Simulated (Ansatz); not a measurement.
Reaction (formal exchange of groups at the Al–Si bond): `C#C[SiH2][AlH][SiH3]` + `C=CBr` → `C#C[SiH2][AlH2]` + `[SiH3]/C=C/Br`

Isolated molecules relaxed with PBE0-D4/def2-TZVP in Ansatz; ΔE leaves out vibrations. CBS: MP2 limit from def2 TZ/QZ plus the TZ coupled-cluster correction, frozen cores. Functionals use def2-TZVPP. B3LYP here is the variant with VWN-RPA as its local correlation; programs differ in this. For Br outer-core shells are correlated without core-valence functions, which leaves a few kJ/mol of doubt a bond. Scalar relativity is left out up to krypton. One conformer a species, not always the lowest.

| level | ΔE (kcal/mol) | difference from CCSD(T)/CBS |
| --- | --- | --- |
| PBE-D4 | 11.1 | 6.6 |
| r2SCAN-D4 | 9.6 | 5.1 |
| PBE0-D4 | 9.6 | 5.1 |
| B3LYP-D4 | 3.8 | -0.7 |
| ωB97X-V | 4.3 | -0.2 |
| ωB97M-V | 5.2 | 0.7 |
| B2PLYP | 2.6 | -1.9 |
| PBE | 10.3 | 5.8 |
| r2SCAN | 9.4 | 4.9 |
| PBE0 | 8.8 | 4.3 |
| B3LYP | 2.4 | -2.1 |
| HF/def2-TZVPP | -6.3 | -10.8 |
| MP2/def2-TZVPP | 3.6 | -0.9 |
| SCS-MP2/def2-TZVPP | 1.0 | -3.5 |
| CCSD/def2-TZVPP | 2.7 | -1.8 |
| CCSD(T)/def2-TZVPP | 4.7 | 0.2 |
| HF/def2-QZVPP | -6.5 | -11.0 |
| MP2/def2-QZVPP | 3.4 | -1.1 |
| SCS-MP2/def2-QZVPP | 0.7 | -3.8 |
| HF/CBS(def2) | -6.5 | -11.0 |
| MP2/CBS(def2) | 3.3 | -1.2 |
| CCSD/CBS(def2) | 2.4 | -2.1 |
| CCSD(T)/CBS | 4.5 | 0 |

Largest T1 diagnostic among the species: 0.015.

The D4 term adds +1.3 kcal/mol with B3LYP and +0.7 kcal/mol with PBE0; it sums over pairs of atoms, weighted by their polarisabilities, and B3LYP, whose exchange is more repulsive, gets the larger term. In def2-TZVPP, CCSD(T) changes the Hartree–Fock value by +11.0 kcal/mol (the triples alone add +2.0 kcal/mol) and MP2 by +9.9 kcal/mol.
